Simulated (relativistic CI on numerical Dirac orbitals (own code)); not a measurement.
## Forbidden transitions in Cs⁴⁹⁺

Method of calculation: Dirac-Coulomb-Breit CI, separate exchange-only KLI orbitals for each configuration, QED by a radiative potential, unscaled Slater integrals (own radial code, finite nucleus).

CI space (outside the closed core 1s2): 2s2.2p2, 2s.2p3, 2p4, 2p3.3s, 2p3.3p, 2p3.3d, 2s2.2p.3s, 2s2.2p.3p, 2s2.2p.3d, 2s.2p2.3s, 2s.2p2.3p, 2s.2p2.3d, 2s2.2p.4s, 2s2.2p.4p, 2s2.2p.4d, 2s2.2p.4f. Levels of other configurations are missing.

```tsv
λ vac (Å)	Lower	Upper	Type	A (s⁻¹)	E lower (10³ cm⁻¹)	E upper (10³ cm⁻¹)
2.1560	2s2.2p2 3P_2 [6]	2s.2p2.3d 3F_4 [181]	E2	1.29e+12	6069.9	52451.8
2.1614	2s.2p3 3P°_2 [4]	2p3.3d 3F°_4 [137]	E2	1.26e+12	4458.0	50724.8
2.1668	2s2.2p2 1S_0 [7]	2s.2p2.3d 1D_2 [185]	E2	1.65e+12	6405.8	52557.4
2.1697	2s.2p3 3P°_2 [4]	2p3.3d 3P°_0 [136]	E2	1.25e+12	4458.0	50547.1
2.1713	2s.2p3 3P°_2 [4]	2p3.3d 3F°_3 [133]	E2	7.86e+11	4458.0	50513.2
2.1735	2s.2p3 3P°_2 [4]	2p3.3d 3D°_2 [132]	E2	7.35e+11	4458.0	50467.1
2.1862	2s2.2p2 3P_2 [6]	2s.2p2.3d 3F_4 [161]	E2	9.81e+11	6069.9	51811.3
2.1955	2s.2p3 3D°_1 [5]	2p3.3d 3F°_3 [133]	E2	4.67e+11	4965.7	50513.2
2.1958	2s2.2p2 1D_2 [3]	2s.2p2.3d 3F_4 [88]	E2	5.14e+11	3047.7	48589.1
2.2466	2s2.2p2 1D_2 [3]	2s2.2p.3d 3F°_4 [65]	M2	2.59e+09	3047.7	47558.9
2.2800	2s.2p3 3D°_2 [8]	2s.2p2.3p 5D°_4 [146]	E2	1.88e+11	7239.0	51099.2
2.2817	2s2.2p2 3P_0 [1]	2s2.2p.3p 3D_2 [26]	E2	2.15e+11	0.0	43826.0
2.2833	2s2.2p2 1D_2 [3]	2s2.2p.3p 1P_1 [49]	E2	1.96e+11	3047.7	46843.7
2.2900	2s.2p3 1D°_2 [12]	2s.2p2.3p 3P°_0 [156]	E2	2.62e+11	8050.5	51719.4
2.2912	2s.2p3 3P°_2 [4]	2s.2p2.3p 3F°_4 [77]	E2	2.48e+11	4458.0	48102.5
2.2952	2s.2p3 3D°_3 [9]	2s.2p2.3p 5D°_4 [146]	E2	1.17e+11	7529.9	51099.2
2.3201	2s.2p3 3P°_2 [4]	2s2.2p.3d 3F°_4 [65]	E2	3.58e+09	4458.0	47558.9
2.4103	2s2.2p2 3P_2 [6]	2s2.2p.3d 3F°_4 [65]	M2	6.45e+09	6069.9	47558.9
2.4243	2s.2p3 3D°_3 [9]	2s.2p2.3d 3G_5 [99]	M2	6.79e+09	7529.9	48778.2
2.4414	2s.2p3 3P°_2 [16]	2s.2p2.3p 3P°_0 [156]	E2	9.89e+10	10759.4	51719.4
2.4445	2s2.2p2 3P_1 [2]	2s2.2p.3p 3D_2 [26]	E2	7.02e+10	2918.0	43826.0
2.4523	2s2.2p2 1D_2 [3]	2s2.2p.3p 3D_2 [26]	E2	1.57e+11	3047.7	43826.0
2.4526	2s2.2p2 3P_2 [6]	2s2.2p.3p 1P_1 [49]	E2	1.60e+11	6069.9	46843.7
2.4630	2s.2p3 1D°_2 [12]	2s.2p2.3p 3P°_0 [92]	E2	2.30e+11	8050.5	48651.3
2.4647	2s.2p3 3D°_3 [9]	2s.2p2.3p 3F°_4 [77]	E2	1.27e+11	7529.9	48102.5
2.4789	2s.2p3 3P°_2 [16]	2s.2p2.3p 5D°_4 [146]	E2	7.10e+10	10759.4	51099.2
2.4889	2s.2p3 3P°_2 [16]	2s.2p2.3p 3P°_0 [140]	E2	2.60e+11	10759.4	50938.1
2.4968	2s.2p3 1D°_2 [12]	2s.2p2.3p 3F°_4 [77]	E2	1.20e+10	8050.5	48102.5
2.4982	2s2.2p2 1D_2 [3]	2s2.2p.3p 3P_0 [24]	E2	4.46e+11	3047.7	43077.2
2.4982	2s.2p3 3D°_3 [9]	2s2.2p.3d 3F°_4 [65]	E2	2.36e+09	7529.9	47558.9
2.5016	2s2.2p2 3P_2 [6]	2s2.2p.3p 3P_1 [43]	E2	2.44e+11	6069.9	46043.5
2.5056	2s2.2p2 3P_1 [2]	2s2.2p.3p 3D_1 [23]	E2	2.29e+11	2918.0	42828.8
2.5129	2s.2p3 3P°_2 [4]	2s.2p2.3p 5D°_0 [31]	E2	4.50e+11	4458.0	44252.6
2.5138	2s2.2p2 1D_2 [3]	2s2.2p.3p 3D_1 [23]	E2	2.35e+11	3047.7	42828.8
2.7174	2s.2p3 3P°_2 [16]	2s2.2p.3d 3F°_4 [65]	E2	8.34e+08	10759.4	47558.9
28.671	2s2.2p2 3P_1 [2]	2s2.2p2 1S_0 [7]	M1	6.55e+08	2918.0	6405.8
31.727	2s2.2p2 3P_1 [2]	2s2.2p2 3P_2 [6]	M1	2.58e+08	2918.0	6069.9
32.811	2s2.2p2 3P_0 [1]	2s2.2p2 1D_2 [3]	E2	4.58e+05	0.0	3047.7
33.089	2s2.2p2 1D_2 [3]	2s2.2p2 3P_2 [6]	M1	2.54e+08	3047.7	6069.9
34.271	2s2.2p2 3P_0 [1]	2s2.2p2 3P_1 [2]	M1	3.08e+08	0.0	2918.0
770.46	2s2.2p2 3P_1 [2]	2s2.2p2 1D_2 [3]	M1	1.11e+04	2918.0	3047.7
```

Terms are leading LS components. Brackets give the number of a level in order of energy, since labels repeat. The list gives strong lines, with weight on those to low levels, among the lowest 200 of 274 levels, so that lines to higher ones, which can be the strongest, are missing. Levels whose partners in the same complex of configurations lie outside the list can be far off, and so can their lines. Rates are taken at the computed energies, electric ones in the length gauge.

At this charge energies of transitions that change n are usually good to better than 1 %, and those within a shell (Δn = 0) to a few per cent.

LS names give the leading component of a level, which can be under half, so a name can repeat, a term be missing and a line seem to break the LS rules.
